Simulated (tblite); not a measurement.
Compound: C8H6F2 (charge +1 and doublet state).
SMILES with atom numbers: `[CH+:1]=[C:2][C@@:3]12[CH2:4][C@H:5]3[C@@H:6]1[C@@H:7]2[C:8]3([F:9])[F:10]` (hydrogens: H11 on C1; H12, H13 on C4; H14 on C5; H15 on C6; H16 on C7)

Structure optimised with GFN2-xTB, isolated species. This method treats the open shell by occupation alone, without spin polarisation.

Problem. List the bond lengths, angles and torsions at this level.

Solution. 
```json
{"bond": "C1=C2", "length (bohr)": "2.293"}
{"bond": "C2–C3", "length (bohr)": "2.622"}
{"bond": "C3–C4", "length (bohr)": "2.851"}
{"bond": "C4–C5", "length (bohr)": "2.904"}
{"bond": "C5–C6", "length (bohr)": "2.890"}
{"bond": "C6–C7", "length (bohr)": "2.792"}
{"bond": "C7–C8", "length (bohr)": "2.919"}
{"bond": "C8–F9", "length (bohr)": "2.526"}
{"bond": "C8–F10", "length (bohr)": "2.520"}
{"bond": "C3–C6", "length (bohr)": "3.078"}
{"bond": "C3–C7", "length (bohr)": "2.877"}
{"bond": "C5–C8", "length (bohr)": "2.923"}
{"bond": "C1–H11", "length (bohr)": "1.996"}
{"bond": "C4–H12", "length (bohr)": "2.060"}
{"bond": "C4–H13", "length (bohr)": "2.074"}
{"bond": "C5–H14", "length (bohr)": "2.046"}
{"bond": "C6–H15", "length (bohr)": "2.032"}
{"bond": "C7–H16", "length (bohr)": "2.039"}
```

A selection of angles:
```json
{"angle": "C1–C2–C3", "degrees": "178.7"}
{"angle": "C2–C3–C4", "degrees": "127.7"}
{"angle": "C2–C3–C6", "degrees": "127.7"}
{"angle": "C2–C3–C7", "degrees": "123.1"}
{"angle": "C4–C3–C6", "degrees": "86.6"}
{"angle": "C4–C3–C7", "degrees": "108.6"}
{"angle": "C6–C3–C7", "degrees": "55.8"}
{"angle": "C3–C4–C5", "degrees": "89.3"}
{"angle": "C4–C5–C6", "degrees": "89.2"}
{"angle": "C4–C5–C8", "degrees": "102.0"}
{"angle": "C6–C5–C8", "degrees": "87.2"}
{"angle": "C5–C6–C7", "degrees": "89.4"}
{"angle": "C3–C6–C5", "degrees": "85.2"}
{"angle": "C3–C6–C7", "degrees": "58.4"}
{"angle": "C6–C7–C8", "degrees": "89.2"}
{"angle": "C3–C7–C6", "degrees": "65.8"}
{"angle": "C3–C7–C8", "degrees": "104.2"}
{"angle": "C7–C8–F9", "degrees": "117.6"}
{"angle": "C7–C8–F10", "degrees": "111.6"}
{"angle": "F9–C8–F10", "degrees": "107.8"}
{"angle": "C5–C8–C7", "degrees": "86.4"}
{"angle": "C5–C8–F9", "degrees": "117.8"}
{"angle": "C5–C8–F10", "degrees": "114.6"}
```

Dihedral angles: C2–C3–C4–C5 160° (antiperiplanar); C3–C4–C5–C6 -24° (synperiplanar); C4–C5–C6–C7 81° (synclinal); C5–C6–C7–C8 21° (synperiplanar); C6–C7–C8–F9 -141° (anticlinal); C2–C3–C6–C5 -160° (antiperiplanar); C2–C3–C7–C6 -116° (anticlinal); C4–C5–C8–C7 -68° (synclinal).

The 3-membered ring C3–C6–C7 has internal angles of 55.8° to 65.8°. The 4-membered ring C5–C6–C7–C8 has internal angles of 86.4° to 89.4°; it is puckered, 0.14 Å rms from its mean plane, widest ring torsion 21°. The 4-membered ring C3–C4–C5–C6 has internal angles of 85.2° to 89.3° (sum 350°, against 360° for a flat polygon); it is puckered, 0.16 Å rms from its mean plane, widest ring torsion 24°. Of the pairs four or more bonds apart, F9···H13 is among the closest relative to their van der Waals radii: 2.42 Å, 91 % of the sum of Bondi's values. The 10 C–C bonds span 1.213 Å (C1=C2, drawn double in a drawing that doesn't fit all lengths) to 1.629 Å (C3–C6, drawn single in a drawing that doesn't fit all lengths), a spread of 0.416 Å.

Point group: C1 (no symmetry element, even within 0.4 Å). Its GFN2-xTB frequencies are all real (lowest 93 cm⁻¹).

The numbers are calculated, not measured.
